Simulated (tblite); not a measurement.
Compound: C₄H₁₂FNSi₂.
Z-matrix (Å and degrees, GFN2-xTB geometry), rows numbered from 1:
```
C 
N   1  1.2563
C   2  1.4168  1  126.75
Si  3  1.9202  2  101.46  1   132.11
Si  3  1.9279  2  101.38  1  -114.23
C   3  1.5315  2  118.25  1     5.52
C   6  1.5219  3  113.95  2    71.78
F   7  1.3775  6  110.06  3  -173.66
H   1  1.0816  2  117.46  3   178.82
H   1  1.0921  2  126.43  3    -0.52
H   4  1.4659  3  108.86  2  -179.63
H   4  1.4647  3  109.30  2   -59.83
H   4  1.4573  3  108.59  2    59.30
H   5  1.4647  3  108.41  2  -172.91
H   5  1.4560  3  109.24  2   -50.73
H   5  1.4652  3  107.52  2    69.01
H   6  1.0948  3  109.81  2   -50.28
H   6  1.0925  3  108.80  2  -167.35
H   7  1.0945  6  111.52  3    68.31
H   7  1.0941  6  112.27  3   -55.11
```

Calculated harmonic vibrations of the isolated species, GFN2-xTB (tblite), most abundant isotopes, no scaling. The method is semi-empirical: single wavenumbers can be off by several per cent or more. Modes of hydrogen on silicon can be 10 to 20 % off. One conformer, not necessarily the lowest.

Harmonic wavenumbers (cm⁻¹): 61.2, 90.1, 117.9, 135.3, 151.5, 159.3, 181.6, 194.1, 214.1, 295.8, 337.6, 359.6, 421.8, 516.7, 528.8, 542.5, 561.2, 641.4, 683.1, 751.1, 764.5, 776.9, 781.7, 792.1, 798.4, 814.1, 883.0, 937.2, 945.6, 1029.3, 1062.6, 1096.7, 1105.3, 1176.7, 1199.6, 1265.6, 1285.4, 1342.4, 1436.5, 1461.4, 1493.6, 1703.4, 2237.3, 2250.5, 2254.5, 2257.6, 2314.8, 2333.1, 2906.5, 2939.5, 2953.3, 2957.6, 2976.7, 3051.2.

A = 1619, B = 904.6, C = 847.9 MHz; mass 149.049 u (most abundant isotopes); point group C1, symmetry number 1.

Problem. Zero-point energy?

Solution. ½Σν̃ = 31265 cm⁻¹ = 89.39 kcal/mol.

Problem. Give the ideal-gas entropy at 298.15 K and 1 bar in the rigid-rotor, harmonic-oscillator model (classical rotation).

Solution. Translation 40.93, rotation 29.94, vibration 35.92: S = 106.8 cal/(mol K).

Problem. And Cp and H(298.15 K) − H(0)?

Solution. Cp = 46.38 cal/(mol K), of which vibrations give 38.43 (their classical limit is 54 R = 107.3); H(298.15 K) − H(0) = 8.23 kcal/mol without the zero-point energy, 5.86 from vibrations.

Problem. Blend soft modes into free rotors: weight 1/[1 + (100 cm⁻¹/ν̃)⁴] for the oscillator and the rest for a rotor with moment μB/(μ + B), μ = h/(8π²ν), B = 10⁻⁴⁴ kg m². What vibrational entropy results?

Solution. 34.29 cal/(mol K) in place of 35.92, which changes −T·S at 298.15 K by +0.49 kcal/mol.

Problem. Which modes carry the vibrational entropy at 298.15 K?

Solution. 61.2 cm⁻¹: 4.42; 90.1 cm⁻¹: 3.66; 117.9 cm⁻¹: 3.13; 135.3 cm⁻¹: 2.87; 151.5 cm⁻¹: 2.65; 159.3 cm⁻¹: 2.56 cal/(mol K); the other 48 give 16.62 together.

Problem. How do the functions run with temperature in this model?

Solution. 
| T (K) | S (cal/(mol K)) | Cp (cal/(mol K)) | H − H(0) (kcal/mol) | G − H(0) (kcal/mol) | ln q(vib) |
| --- | --- | --- | --- | --- | --- |
| 100 | 71.5 | 22.1 | 1.40 | -5.75 | 1.66 |
| 200 | 90.7 | 34.6 | 4.24 | -13.91 | 4.92 |
| 300 | 107.1 | 46.6 | 8.31 | -23.81 | 8.25 |
| 500 | 135.6 | 65.4 | 19.64 | -48.16 | 14.74 |
| 800 | 170.5 | 82.9 | 42.12 | -94.28 | 23.69 |
| 1000 | 189.9 | 90.4 | 59.49 | -130.36 | 29.09 |

q(vib) and H(0) count from the zero-point level.

Hindered rotation and anharmonicity are outside this model. Other conformers, if any are populated, would add a mixing term that is left out. The structure is chiral; the term R ln 2 for an equal mix with its mirror image is left out.
